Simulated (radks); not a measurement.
Results of a calculation; reference values are marked as such.
The europium ion Eu2+, configuration [Xe] 4f7.

Level of theory: scalar-relativistic Kohn-Sham, LDA (Slater exchange, Perdew-Wang correlation), spin-unpolarised, spherical densities, finite nucleus; Fermi nuclear charge, rms radius 5.1115 fm (a radial shooting solver on a logarithmic mesh with Libxc functionals).

Energy parts (hartree):
part                       energy
total                 -10835.2696
kinetic                11603.7007
electron-nucleus      -26385.8536
Hartree                 4181.1737
exchange-correlation    -234.2905

Orbitals (lengths in bohr, moments of r in powers of bohr; <r^-3> diverges for s and p1/2; r(90%) holds 90 % of the orbital's charge):
| orbital | occ. | eigenvalue (hartree) | <r> | r(90%) | <r^-3> | <r^4> |
|---|---|---|---|---|---|---|
| 1s | 2 | -1776.098 | 0.02234 | 0.0404 | - | 1.229e-06 |
| 2s | 2 | -292.1242 | 0.09518 | 0.147 | - | 0.0001966 |
| 2p | 6 | -260.4771 | 0.08392 | 0.137 | 10770 | 0.0001461 |
| 3s | 2 | -64.64816 | 0.2499 | 0.366 | - | 0.007677 |
| 3p | 6 | -54.79538 | 0.2482 | 0.371 | 2243 | 0.008027 |
| 3d | 10 | -41.58217 | 0.2260 | 0.352 | 303.9 | 0.006434 |
| 4s | 2 | -13.21186 | 0.5664 | 0.814 | - | 0.1911 |
| 4p | 6 | -9.96841 | 0.5998 | 0.873 | 498.6 | 0.2513 |
| 4d | 10 | -5.44669 | 0.6547 | 0.985 | 56.07 | 0.4055 |
| 5s | 2 | -2.14847 | 1.378 | 1.99 | - | 6.789 |
| 5p | 6 | -1.37691 | 1.617 | 2.37 | 65.96 | 13.64 |
| 4f | 7 | -0.60435 | 0.9538 | 1.68 | 6.876 | 4.704 |

The highest occupied level is 4f at -16.445 eV. The electron density at the nucleus is 6.032e+05 e/bohr^3 (large components only). The density falls to 0.001 e/bohr^3 at r = 3.49 bohr. Summed over all electrons, <r^2> = 40.10 bohr^2, which gives a Langevin (diamagnetic) susceptibility term of -31.8 x 10^-6 cm^3/mol. For comparison, the ionisation energy in NIST's Atomic Spectra Database is 24.84 eV (semi-empirical). In exact Kohn-Sham theory the highest level is minus the ionisation energy, but local and semilocal functionals leave it too shallow, through self-interaction and a potential that decays too fast; potentials with the right tail come closer.

Beside tabulated values, note that spin-unpolarised runs miss the spin-polarisation part of the exchange energy of open shells.
